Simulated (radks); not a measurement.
Ionisation of the iridium ion Ir3+, [Xe] 4f14 5d6, to [Xe] 4f14 5d5 as the strength of local exchange is varied. Calculated with a radial shooting solver on a logarithmic mesh with Libxc functionals: Dirac Kohn-Sham, Slater X-alpha exchange (alpha = 2/3 is LDA exchange), no correlation, spin-unpolarised, spherical densities, finite nucleus; open shells fill j = l - 1/2 first; Fermi nuclear charge, rms radius 5.4032 fm.

| alpha | E(Ir3+) (hartree) | exchange (hartree) | IE (eV) | -e of the level emptied (eV) | <r> of it (bohr) |
|---|---|---|---|---|---|
| 0.557 | -17780.3518 | -274.6570 | 39.302 | 32.835 (5d5/2) | 1.615 |
| 0.667 | -17834.6795 | -329.9482 | 41.433 | 34.835 (5d5/2) | 1.580 |
| 0.876 | -17938.3788 | -435.9522 | 45.677 | 38.842 (5d5/2) | 1.519 |
| 0.905 | -17952.8170 | -450.7592 | 46.287 | 39.419 (5d5/2) | 1.511 |
| 1.049 | -18024.6880 | -524.6378 | 49.384 | 42.362 (5d5/2) | 1.473 |

NIST Atomic Spectra Database: 40 +/- 1.7 eV (theoretical). The Delta-SCF value meets it near alpha = 0.59. Spin polarisation and multiplet splitting are left out, so open shells lie too high by an amount that depends on their filling.

Beside tabulated values, note that spin-unpolarised runs miss the spin-polarisation part of the exchange energy of open shells.
